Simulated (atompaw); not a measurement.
# An all-electron radial function and its pseudo partner (O (Z = 8))

Columns: radius, all-electron u(r) and pseudo u(r) of the 2p shell (level -9.03 eV) of oxygen in the configuration [He] 2s2 2p4; PBE, scalar-relativistic, PAW (atompaw) scheme, atompaw 4.2.0.5.

```
r (bohr)  all-electron  pseudo
   0.063        0.0471  0.0055
   0.127        0.1511  0.0220
   0.190        0.2712  0.0485
   0.254        0.3917  0.0848
   0.317        0.4991  0.1284
   0.381        0.5927  0.1792
   0.444        0.6688  0.2338
   0.508        0.7306  0.2922
   0.571        0.7768  0.3507
   0.635        0.8103  0.4095
   0.698        0.8316  0.4651
   0.762        0.8431  0.5175
   0.825        0.8460  0.5640
   0.888        0.8422  0.6041
   0.952        0.8326  0.6377
   1.015        0.8188  0.6633
   1.079        0.8013  0.6814
   1.142        0.7814  0.6919
   1.206        0.7593  0.6956
   1.269        0.7361  0.6931
   1.333        0.7115  0.6851
   1.396        0.6868  0.6724
   1.460        0.6614  0.6552
   1.523        0.6364  0.6346
   1.587        0.6113  0.6111
   1.650        0.5868  0.5868
```

How many radial nodes do the two functions have?

The all-electron 2p function has n − l − 1 = 0; the pseudo-wave has 0.

Is the pseudo-wave norm-conserving?

No, it belongs to a PAW set: the norm inside the radius is not constrained, and the difference is carried by the augmentation charge.
